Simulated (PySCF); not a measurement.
Species: C8H17N.
Structure used (PBE0-D3(BJ)/def2-SVP), in Å, numbered top down from 1:
```xyz
26
C8H17N angstrom
C      2.397    1.852   -0.375
N      1.890    0.774   -0.791
C      1.257   -0.105    0.170
C      2.190   -1.293    0.395
C     -0.105   -0.598   -0.321
C     -1.229    0.427   -0.580
C     -1.011    1.173   -1.900
C     -1.334    1.431    0.570
C     -2.544   -0.353   -0.679
H      2.911    2.521   -1.081
H      2.353    2.177    0.685
H      1.123    0.414    1.143
H      3.155   -0.960    0.804
H      2.384   -1.810   -0.557
H      1.742   -2.011    1.098
H      0.053   -1.188   -1.241
H     -0.466   -1.309    0.442
H     -0.968    0.467   -2.745
H     -0.072    1.741   -1.901
H     -1.842    1.872   -2.089
H     -0.451    2.085    0.625
H     -1.441    0.921    1.541
H     -2.215    2.079    0.435
H     -2.491   -1.121   -1.467
H     -3.383    0.319   -0.922
H     -2.782   -0.860    0.270
```

Computed with PBE0-D3(BJ)/def2-SVP geometry optimisation, gas phase (PySCF).

Take the most abundant isotopes and a rigid rotor. The values belong to one conformer with, in the numbering `[CH2:1]=[N:2][C@H:3]([CH3:4])[CH2:5][C:6]([CH3:7])([CH3:8])[CH3:9]`, C1–N2–C3–C4 -106°, N2–C3–C5–C6 -62°.

(1) What are A, B and C (GHz)?

(2) What kind of rotor is it?

(3) What does the inertial defect say?

(4) Where do the levels up to J = 2 lie, in K?

(5) Predict some low-J microwave lines.

(6) Estimate the classical rotational partition function at 50 K, 200 K and 298.15 K.

Answers

(1) Ia = 217.23, Ib = 466.52, Ic = 550.89 u·Å²; 505379 MHz·u·Å²/I gives 2326, 1083 and 917.4 MHz, that is A = 2.3264, B = 1.0833, C = 0.9174 GHz.

(2) An asymmetric top. Ray's parameter κ = (2B − A − C)/(A − C) = -0.765; −1 is the prolate and +1 the oblate limit.

(3) Not planar: Δ = Ic − Ia − Ib = -132.86 u·Å². For a rigid frame Δ = −2 Σ m c², so Σ m c² = 66.43 u·Å² lies off the ab plane: 24.50 from hydrogen and 41.93 from heavier atoms. The atom farthest from that plane is 2.18 Å away.

(4) Above 0(0,0), as E/k:
J = 1: 1(0,1) 0.096, 1(1,1) 0.156, 1(1,0) 0.164
J = 2: 2(0,2) 0.287, 2(1,2) 0.340, 2(1,1) 0.364, 2(2,1) 0.543, 2(2,0) 0.543
Those of J = 1 are B + C, A + C and A + B.

(5) The dipole components are |μa| = 0.34 D, |μb| = 0.04 D, |μc| = 1.24 D. The squared components, which scale the intensities, stand as 0.07 : 0.00 : 1.00 (a : b : c). Some lines, for components of 0.1 D or more:

| type | branch | J(Ka,Kc) | MHz | lower level (cm⁻¹) |
| --- | --- | --- | --- | --- |
| a | Q | 2(1,1) ← 2(1,2) | 498 | 0.236 |
| c | Q | 3(1,3) ← 3(0,3) | 896 | 0.398 |
| a | Q | 3(1,2) ← 3(1,3) | 995 | 0.428 |
| c | Q | 2(1,2) ← 2(0,2) | 1093 | 0.200 |
| c | Q | 1(1,1) ← 1(0,1) | 1243 | 0.067 |
| c | R | 1(1,0) ← 0(0,0) | 3410 | 0.000 |
| c | Q | 3(2,2) ← 3(1,2) | 3491 | 0.461 |
| c | Q | 2(2,1) ← 2(1,1) | 3729 | 0.253 |
| a | R | 2(1,2) ← 1(1,1) | 3835 | 0.108 |
| a | R | 2(0,2) ← 1(0,1) | 3986 | 0.067 |
| a | R | 2(1,1) ← 1(1,0) | 4167 | 0.114 |
| c | R | 2(1,1) ← 1(0,1) | 5576 | 0.067 |
| a | R | 3(1,3) ← 2(1,2) | 5744 | 0.236 |
| a | R | 3(0,3) ← 2(0,2) | 5941 | 0.200 |
| a | R | 3(2,2) ← 2(2,1) | 6002 | 0.377 |
| a | R | 3(2,1) ← 2(2,0) | 6063 | 0.378 |
| a | R | 3(1,2) ← 2(1,1) | 6241 | 0.253 |
| c | Q | 3(3,1) ← 3(2,1) | 6563 | 0.580 |
| c | R | 3(1,2) ← 2(0,2) | 7831 | 0.200 |
| c | R | 2(2,0) ← 1(1,0) | 7912 | 0.114 |
| c | R | 3(2,1) ← 2(1,1) | 9808 | 0.253 |
| c | R | 3(2,2) ← 2(1,2) | 10229 | 0.236 |
| c | R | 3(3,0) ← 2(2,0) | 12627 | 0.378 |
| c | R | 3(3,1) ← 2(2,1) | 12642 | 0.377 |

(6) Point group C1, symmetry number σ = 1; q = (√π/σ)·√((kT/h)³/(ABC)), k/h = 20836.6 MHz/K: 39200 at 50 K, 314000 at 200 K, 571000 at 298.15 K.

Not checked by PBE0-D3(BJ)/def2-SVP frequencies. These are rigid-rotor constants of the computed structure; measured ground-state constants (B0) also hold zero-point vibration. A rigid rotor knows nothing of internal rotation, which can split or shift real lines. Quadrupole hyperfine structure (14N) is left out.

On an AMD EPYC 7B13 with one thread, no GPU, shared host with 96 logical CPUs at a one-minute load of 33, this took 6.6 min and 0.92 GiB of memory at its peak. These figures are those of the optimisation.
